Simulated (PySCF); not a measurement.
From one molecule to another.

First species: C₄HF₃N₂.
Geometry (GFN2-xTB, Å), atoms numbered from 1 in this order:
```xyz
10
C4HF3N2 angstrom
N     -2.0116   -1.7527    0.1723
C     -1.2352   -0.9699   -0.1130
C     -0.2426    0.0335   -0.4681
C     -0.7699    1.3618   -0.1927
N     -1.1845    2.3985    0.0317
C      1.0502   -0.1972    0.3375
F      1.5645   -1.4034    0.0825
F      1.9832    0.7017    0.0125
F      0.8508   -0.1146    1.6506
H      0.0039   -0.0529   -1.5358
```

Second species: C₄H₈Cl₂OSi.
Cartesian coordinates in Å at the GFN2-xTB level; atoms count from 1:
```
atom  x, y, z in Å
O1     1.1489    1.9145    0.1252
C2     0.4529    0.9446   -0.0627
C3     0.9722   -0.4681    0.0743
C4     2.4490   -0.5095    0.4233
Cl5    3.0105   -2.1976    0.5516
Si6   -1.3850    1.1912   -0.6053
C7    -2.3955   -0.3719   -0.1581
Cl8   -2.2946   -0.6361    1.6118
H9     0.7834   -0.9896   -0.8677
H10    0.3819   -0.9676    0.8469
H11    3.0473   -0.0250   -0.3482
H12    2.6376   -0.0291    1.3828
H13   -1.4037    1.3481   -2.0629
H14   -1.9222    2.3479    0.1006
H15   -2.0397   -1.2849   -0.6302
H16   -3.4506   -0.2579   -0.3929
```

Levels: B3LYP/def2-SVPD for dipole moment, HOMO energy, LUMO energy, HOMO–LUMO gap, static isotropic polarisability and electronic spatial extent ⟨r²⟩ about the centre of nuclear charge; TDDFT B3LYP/def2-SVPD for lowest singlet excitation; TDA B3LYP/def2-SVPD for lowest triplet excitation (Tamm–Dancoff); GFN2-xTB for rotational constant A and rotational constant C. Geometries: GFN2-xTB. Each species is one conformer at its optimised geometry, gas phase, non-relativistic unless stated; the electronic structure was computed with PySCF and density fitting.

Dipoles, sizes and rotational constants follow the conformer. The torsions of the flexible species, by atom-mapped SMILES:
- `[N:1]#[C:2][CH:3]([C:4]#[N:5])[C:6]([F:7])([F:8])[F:9]`: C2–C3–C6–F7 60°
- `[O:1]=[C:2]([CH2:3][CH2:4][Cl:5])[SiH2:6][CH2:7][Cl:8]`: O1–C2–C3–C4 -2°, C2–C3–C4–Cl5 -179°, O1–C2–Si6–C7 -158°, C2–Si6–C7–Cl8 59°

(1) Which of the two has the higher LUMO energy, and by how much?

(2) Which of the two has the higher HOMO energy, and by how much?

(3) Which has the higher dipole moment?

(4) Which has the higher HOMO–LUMO gap?

(5) Which of the two has the higher ⟨r²⟩, and by how much?

(6) Which has the higher T1 energy?

(7) Which of the two has the higher S1 energy, and by how much?

(8) Which of the two has the higher rotational constant A, and by how much?

## Answers

(1) The first: -1.41 eV against -1.82 eV, a difference of 0.41 eV.

(2) The second: -7.02 eV against -10.54 eV, a difference of 3.52 eV.

(3) The second: 3.17 D against 2.94 D, a difference of 0.23 D.

(4) The first: 9.13 eV against 5.20 eV, a difference of 3.93 eV.

(5) The second: 2326 bohr² against 1007 bohr², a difference of 1319 bohr².

(6) The first: 6.36 eV against 2.91 eV, a difference of 3.45 eV.

(7) The first: 7.58 eV against 3.53 eV, a difference of 4.05 eV.

(8) The first: 2.008 GHz against 1.530 GHz, a difference of 0.478 GHz.

On the first: The vertical singlet–triplet gap S1 − T1 is 1.22 eV (TDDFT singlet less Tamm–Dancoff triplet; S1: HOMO→LUMO, weight 0.65; T1: HOMO−1→LUMO, weight 0.38). The polarisability is 8.18 Å³ as a volume (1 au = 0.148185 Å³), or 0.84 au for each of the 66 electrons.

On the second: The dipole matches unit charges of opposite sign 0.66 Å apart (1 e·Å = 4.8032 D). S1 lies 1.67 eV below the HOMO–LUMO gap; its leading configuration is HOMO→LUMO, weight 0.98.
